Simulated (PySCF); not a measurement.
**GeH⁺ at PBE**

Level: PBE. basis Ge def2-TZVPPD, H def2-TZVPPD; no relativity; PySCF 2.14.

- state: ¹Σ⁺ (singlet), closed shell
- bond length: 1.606 Å
- harmonic wavenumber: 1929 cm⁻¹
- force constant: 2.18 mdyn/Å
- rotational constant Be: 6.574 cm⁻¹
- anharmonicity ωexe: 27.4 cm⁻¹
- vibration–rotation constant αe: 0.160 cm⁻¹
- well depth De to Ge⁺ + H: 3.06 eV
- dissociation energy D0: 2.94 eV
- HOMO–LUMO gap: 2.71 eV
- bond order (Mayer): 0.91
- dipole moment (positive dipole points towards H; it is taken about the centre of mass and depends on that origin): 0.39 D

For an ion De counts to the pair picked by the measured ionisation energies or electron affinities, which need not be the lowest pair at this level.
